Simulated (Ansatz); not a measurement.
Consider the redistribution: `O[SiH](O)N[SiH2]F` + `O[SiH](Cl)[SiH](Cl)Cl` → `F[SiH2][SiH](Cl)Cl` + `O[SiH](O)N[SiH](O)Cl`.

Computed with Ansatz on PBE0-D4/def2-TZVP structures; ΔE is electronic, products minus reactants. CBS: MP2 limit from def2 TZ/QZ plus the TZ coupled-cluster correction, frozen cores. DFT in def2-TZVPP. Each species was taken in one conformer, which may not be the lowest.

```tsv
species	PBE0 energy (Eh)
`O[SiH](O)N[SiH2]F`	-887.46863
`O[SiH](Cl)[SiH](Cl)Cl`	-2036.14531
`F[SiH2][SiH](Cl)Cl`	-1600.64411
`O[SiH](O)N[SiH](O)Cl`	-1322.97171
```

Work out ΔE.

ΔE = (-1600.64411) + (-1322.97171) − (-887.46863) − (-2036.14531) = -0.00188 Eh = -4.9 kJ/mol. CCSD(T)/CBS gives -3.2 kJ/mol.

Largest T1 diagnostic among the species: 0.012.
